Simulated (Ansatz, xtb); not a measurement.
Parents of the type formyl-X, proton added and the species left after one step. Isolated molecules, 0 K electronic values unless said otherwise. One relaxed conformer stands for each flexible species; it need not be the lowest. The site is fixed along the series; a substituent can offer a better one. Strings in code marks are SMILES.

Quantity: proton affinity at 298 K, in kcal/mol. The restricted reference of `C#CC=O` and `[H]/[O+]=C/[S@@](C)=O` is unstable towards unrestricted orbitals. Thermal and zero-point terms are GFN2-xTB rigid-rotor harmonic values (xtb).

A: X = siloxy, proton added: `[O+](=C\O[SiH3])/[H]` (O–C–O–Si torsion 0°)
B: X = ethynyl, proton added: `[H]/[O+]=C\C#C`
C: X = methylsulfinyl, proton added: `[H]/[O+]=C/[S@@](C)=O` (O–S–C–O torsion 165°)

Problem. Put the candidates in order of proton affinity at 298 K, lowest first, for frozen-core CCSD(T)/cc-pVTZ // TPSSh-D3(BJ)/def2-TZVP (Ansatz, a quantum-chemistry and plane-wave program).

Solution. C (173.9 kcal/mol), B (184.5 kcal/mol), A (190.8 kcal/mol)
